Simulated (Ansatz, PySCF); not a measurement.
A series of gas-phase deprotonation energy values:

A. NB(N)O [diaminoborinic acid] → NB(N)[O-] + H+
B. O[SiH](O)O [trihydroxysilane] -> [O-][SiH](O)O + H+
C. CO (CH4O) → C[O-] + H+
D. OB(O)Br [bromoboronic acid] → [O-]B(O)Br + H+

Quantity: gas-phase deprotonation energy (enthalpy at 298 K, with B3LYP-D3(BJ) rigid-rotor harmonic-oscillator terms), kcal/mol. Structures are relaxed separately at B3LYP-D3(BJ)/def2-TZVP in Ansatz (a first-principles code), one conformer each, not searched for the lowest. Frequencies are from Ansatz or PySCF. Correlated levels leave the core frozen unless marked. Spin-orbit coupling is left out. The frozen core is the preceding noble-gas configuration, with the filled d and f shells of earlier blocks. No relativistic terms. CBS(X,Y): correlation extrapolated as X^-3; Hartree-Fock from the larger set. The bracket is a focal-point correction in the basis named. Anions need diffuse functions, which plain sets lack and def2-D sets hold few of.

```json
[
 {"": "A", "CAM-B3LYP/def2-TZVPD (Ansatz)": "370.2", "LC-wPBE-D4/def2-TZVPD (Ansatz + dftd4)": "374.1", "LC-wPBE/def2-TZVPD (Ansatz)": "374.3", "RI-MP2/CBS(aug-cc-pV(T+d)Z,aug-cc-pV(Q+d)Z)+[CCSD(T)-MP2]/aug-cc-pV(T+d)Z (Ansatz)": "370.5"},
 {"": "B", "CAM-B3LYP/def2-TZVPD (Ansatz)": "350.8", "LC-wPBE-D4/def2-TZVPD (Ansatz + dftd4)": "353.8", "LC-wPBE/def2-TZVPD (Ansatz)": "354.0", "RI-MP2/CBS(aug-cc-pV(T+d)Z,aug-cc-pV(Q+d)Z)+[CCSD(T)-MP2]/aug-cc-pV(T+d)Z (Ansatz)": "352.5"},
 {"": "C", "CAM-B3LYP/def2-TZVPD (Ansatz)": "379.0", "LC-wPBE-D4/def2-TZVPD (Ansatz + dftd4)": "383.2", "LC-wPBE/def2-TZVPD (Ansatz)": "383.5", "RI-MP2/CBS(aug-cc-pV(T+d)Z,aug-cc-pV(Q+d)Z)+[CCSD(T)-MP2]/aug-cc-pV(T+d)Z (Ansatz)": "382.3"},
 {"": "D", "CAM-B3LYP/def2-TZVPD (Ansatz)": "339.0", "LC-wPBE-D4/def2-TZVPD (Ansatz + dftd4)": "343.6", "LC-wPBE/def2-TZVPD (Ansatz)": "343.6", "RI-MP2/CBS(aug-cc-pV(T+d)Z,aug-cc-pV(Q+d)Z)+[CCSD(T)-MP2]/aug-cc-pV(T+d)Z (Ansatz)": "341.0"}
]
```
